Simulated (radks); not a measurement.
The numbers below are computed, except where a source is named.
The titanium ion Ti6+, configuration [Ne] 3s2 3p4.

Level of theory: scalar-relativistic Kohn-Sham, BLYP, spin-polarised, spherical densities, point nucleus; open shells are filled with parallel spins first (a radial shooting solver on a logarithmic mesh with Libxc functionals).

Energy parts (eV):
| part | energy |
|---|---|
| total | -22924.087 |
| kinetic | 23124.541 |
| electron-nucleus | -52792.975 |
| Hartree | 7809.823 |
| exchange-correlation | -1065.477 |

Orbitals (lengths in bohr, moments of r in powers of bohr):
| orbital | occ. | eigenvalue (eV) | <1/r> |
|---|---|---|---|
| 1s up | 1 | -4982.439 | 21.80 |
| 1s down | 1 | -4981.541 | 21.81 |
| 2s up | 1 | -646.2427 | 4.556 |
| 2s down | 1 | -645.5126 | 4.556 |
| 2p up | 3 | -554.3126 | 4.462 |
| 2p down | 3 | -553.2504 | 4.460 |
| 3s up | 1 | -158.9398 | 1.515 |
| 3s down | 1 | -154.9784 | 1.510 |
| 3p up | 3 | -133.7224 | 1.421 |
| 3p down | 1 | -129.8909 | 1.413 |

The highest occupied level is 3p down at -129.89 eV. For comparison, the ionisation energy in NIST's Atomic Spectra Database is 140.7 eV (semi-empirical). In exact Kohn-Sham theory the highest level is minus the ionisation energy, but local and semilocal functionals leave it too shallow, through self-interaction and a potential that decays too fast; potentials with the right tail come closer.
